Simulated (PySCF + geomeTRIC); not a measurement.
Species: C2H2S, SMILES `C#CS` (charge 0, multiplicity 1).

Question: Give a relaxed geometry from B3LYP-D3(BJ)/def2-TZVP (PySCF + geomeTRIC).

Answer: the end point of this relaxation (outside a Z-matrix the atoms follow the SMILES, hydrogens last).
Bond lengths (Å): C1–C2 1.203, C1–H4 1.062, C2–S3 1.687, S3–H5 1.347. Bond angles (°): C2–C1–H4 179.4, C1–C2–S3 175.1, C2–S3–H5 97.0.
